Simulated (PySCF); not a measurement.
System: CH$_{6}$O$_{3}$Sn, charge 1, multiplicity 2. SMILES of the parent species: [CH3][Sn]([OH])([OH])[OH]
Structure (B3LYP-D3(BJ)/def2-TZVP (Ansatz) minimum search):
```
Sn
O 1 1.9293
H 2 0.9699 1 116.14
O 1 1.9293 2 116.53 3 -155.02
H 4 0.9699 1 116.14 2 -11.19
O 1 1.9293 2 116.53 3 -11.19
H 6 0.9699 1 116.14 2 -155.02
C 1 2.4251 2 100.87 3 96.89
H 8 1.0855 1 98.32 2 24.73
H 8 1.0855 9 117.94 1 104.07
H 8 1.0855 9 117.94 10 151.86
```
Charge +1, spin multiplicity 2.

Dispersion corrections to the total energy (kcal/mol) from the dftd3 and dftd4 libraries through PySCF: D3(BJ) without and D4 with the three-body term, each with the damping fitted for the functional named.

```json
[
 {"functional": "PW6B95", "D3(BJ)": "-2.75", "D4": "-3.80"},
 {"functional": "TPSSh", "D3(BJ)": "-5.49", "D4": "-5.34"},
 {"functional": "PBE", "D3(BJ)": "?", "D4": "-4.40"},
 {"functional": "PBE0", "D3(BJ)": "-4.13", "D4": "?"},
 {"functional": "B2PLYP", "D3(BJ)": "-4.16", "D4": "?"},
 {"functional": "CAM-B3LYP", "D3(BJ)": "-3.99", "D4": "-3.86"},
 {"functional": "r2SCAN", "D3(BJ)": "-1.34", "D4": "-1.09"}
]
```

Problem. Some entries are withheld; supply them.

Solution. 
- PBE, D3(BJ): -4.56
- PBE0, D4: -3.76
- B2PLYP, D4: -3.06
